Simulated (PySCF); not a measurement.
**Cost of response and excited-state runs on `BNC[Si@H](NC)C(=C)C`, C5H15BN2Si**

Geometry:
```json
{"atom": "B1", "x (Å)": "3.179", "y (Å)": "0.800", "z (Å)": "0.791"}
{"atom": "N2", "x (Å)": "2.286", "y (Å)": "-0.148", "z (Å)": "0.357"}
{"atom": "C3", "x (Å)": "1.702", "y (Å)": "-0.271", "z (Å)": "-0.963"}
{"atom": "Si4", "x (Å)": "-0.151", "y (Å)": "0.216", "z (Å)": "-0.989"}
{"atom": "N5", "x (Å)": "-0.285", "y (Å)": "1.451", "z (Å)": "0.197"}
{"atom": "C6", "x (Å)": "-1.529", "y (Å)": "2.097", "z (Å)": "0.546"}
{"atom": "C7", "x (Å)": "-1.278", "y (Å)": "-1.198", "z (Å)": "-0.416"}
{"atom": "C8", "x (Å)": "-2.290", "y (Å)": "-1.633", "z (Å)": "-1.154"}
{"atom": "C9", "x (Å)": "-0.989", "y (Å)": "-1.805", "z (Å)": "0.926"}
{"atom": "H10", "x (Å)": "3.585", "y (Å)": "1.596", "z (Å)": "0.029"}
{"atom": "H11", "x (Å)": "3.524", "y (Å)": "0.783", "z (Å)": "1.912"}
{"atom": "H12", "x (Å)": "1.906", "y (Å)": "-0.829", "z (Å)": "0.997"}
{"atom": "H13", "x (Å)": "2.261", "y (Å)": "0.374", "z (Å)": "-1.639"}
{"atom": "H14", "x (Å)": "1.827", "y (Å)": "-1.296", "z (Å)": "-1.327"}
{"atom": "H15", "x (Å)": "-0.526", "y (Å)": "0.568", "z (Å)": "-2.374"}
{"atom": "H16", "x (Å)": "0.513", "y (Å)": "2.054", "z (Å)": "0.340"}
{"atom": "H17", "x (Å)": "-1.774", "y (Å)": "2.929", "z (Å)": "-0.122"}
{"atom": "H18", "x (Å)": "-2.329", "y (Å)": "1.363", "z (Å)": "0.480"}
{"atom": "H19", "x (Å)": "-1.482", "y (Å)": "2.477", "z (Å)": "1.568"}
{"atom": "H20", "x (Å)": "-2.944", "y (Å)": "-2.429", "z (Å)": "-0.828"}
{"atom": "H21", "x (Å)": "-2.508", "y (Å)": "-1.211", "z (Å)": "-2.120"}
{"atom": "H22", "x (Å)": "-0.916", "y (Å)": "-1.026", "z (Å)": "1.683"}
{"atom": "H23", "x (Å)": "-1.762", "y (Å)": "-2.513", "z (Å)": "1.217"}
{"atom": "H24", "x (Å)": "-0.035", "y (Å)": "-2.332", "z (Å)": "0.896"}
```

PySCF with density fitting, on 1 thread of an Arm Neoverse V2, shared host. Command: `OMP_NUM_THREADS=1 python excited_run.py task.json out`

Task: How long does this run take, and how much memory?
- excited states, wB97X-D/def2-SVP; Tamm-Dancoff; spin-orbit couplings; 8 states; 6 triplets; quadratic response for 4 states

Result: 
```
           run             level  basis functions  wall time  peak memory (GiB)
excited states  wB97X-D/def2-SVP              205       64 s               0.98
```
Times from a shared host are rough.
